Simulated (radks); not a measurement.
Spin polarisation of the 4d9 shell in the palladium ion Pd+. Start: [Kr] 4d(up 4.5, down 4.5); electrons of 4d are moved from spin down to spin up, other shells keep equal spins. Method: scalar-relativistic Kohn-Sham, r2SCAN, spin-polarised, spherical densities, finite nucleus; meta-GGA in the generalised Kohn-Sham scheme; Fermi nuclear charge, rms radius of each element as measured or else 0.836 A^(1/3) + 0.57 fm; computed with a radial shooting solver on a logarithmic mesh with Libxc functionals.

| moment (Bohr magnetons) | E - E(0) (eV) | e(4d up) (eV) | e(4d down) (eV) | 4p down minus up (eV) |
|---|---|---|---|---|
| 0 | 0.000 | -14.698 | -14.698 | 0.000 |
| 0.25 | -0.014 | -14.807 | -14.585 | 0.234 |
| 0.5 | -0.056 | -14.915 | -14.470 | 0.467 |
| 0.75 | -0.125 | -15.020 | -14.353 | 0.701 |
| 1 | -0.222 | -15.122 | -14.233 | 0.935 |

At moment 1 the spin-polarisation energy is -0.222 eV and the 4d exchange splitting 0.889 eV, that is 0.889 eV per Bohr magneton; E = -I m^2/4 would give I = 0.889 eV.
